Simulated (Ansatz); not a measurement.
Geometry optimisation, RKS r2SCAN-D4/def2-SVP (Ansatz).

input.yaml

```yaml
crystal:
  periodic: [false, false, false]
  atoms:
    - { symbol: W, position_ang: [0.106064, 0.167199, 0.120506] }
    - { symbol: Cl, position_ang: [-0.318864, -0.214962, 2.41574] }
    - { symbol: H, position_ang: [1.348451, -0.697473, -0.638452] }
    - { symbol: H, position_ang: [-0.693368, 1.301404, -0.85774] }
    - { symbol: H, position_ang: [-1.449972, -0.302116, -0.184689] }
    - { symbol: H, position_ang: [-0.270152, -1.427697, -0.067802] }
    - { symbol: H, position_ang: [-0.282447, -0.409401, -1.398441] }
    - { symbol: "N", position_ang: [2.124876, 2.198166, 1.681676] }
    - { symbol: H, position_ang: [2.789206, 1.644517, 1.145466] }
    - { symbol: H, position_ang: [1.616577, 2.864146, 1.104244] }
    - { symbol: H, position_ang: [1.493028, 1.609419, 2.257192] }
basis:
  gaussian: { orbitals: def2-SVP }
hamiltonian:
  xc: r2scan
  dispersion: d4
relax:
  f_tol: 0.03
  max_steps: 50
output:
  orbitals: {}
```

Command:

```bash
$ ansatz run input.yaml --threads 4 --pin off --max-ram 5120MiB --backend cpu --events-out ev --progress --plain --runs-dir out
```

Task: Where does it end, and by what steps?

Result: The forces met the threshold. After 25 steps the energy has fallen by 1.508 eV; H10 moved furthest, 1.40 Å. Joined: W1–N8 (3.26 → 2.26 Å).

```tsv
step	energy less start (eV)	largest force component (eV/Å)	accepted
0	0.0000	0.956	yes
1	-0.1810	0.708	yes
2	-0.3416	0.912	yes
3	-0.5515	1.310	yes
4	-0.8274	1.941	yes
5	-1.0234	0.552	yes
6	-1.2050	0.369	yes
7	-1.2134	0.180	yes
8	-1.2280	0.197	yes
9	-1.2247	0.183	no
10	-1.2364	0.045	yes
11	-1.2402	0.059	yes
12	-1.2523	0.213	yes
13	-1.2763	0.447	yes
14	-1.3170	1.377	yes
15	-1.3636	0.544	yes
16	-1.4087	0.351	yes
17	-1.4329	0.180	yes
18	-1.4604	0.075	yes
19	-1.4459	0.889	no
20	-1.4747	0.074	yes
21	-1.4863	0.166	yes
22	-1.4948	0.456	yes
23	-1.5025	0.133	yes
24	-1.5075	0.041	yes
25	-1.5078	0.027	yes
```

```xyz
11
Properties=species:S:1:pos:R:3
W 0.085 0.062 0.688
Cl -0.830 -1.176 2.421
H 1.496 -0.478 -0.070
H -0.598 1.555 0.282
H -1.330 0.027 -0.189
H -0.077 -1.188 -0.400
H 0.246 0.512 -0.949
N 1.672 1.651 0.951
H 2.567 1.306 1.305
H 1.849 2.015 0.013
H 1.385 2.447 1.525
```

Whether the end is a true minimum wasn't checked by a vibrational analysis.

The run took 67 s on 4 threads of Arm Neoverse V1 (shared host), peak memory 0.19 GiB.
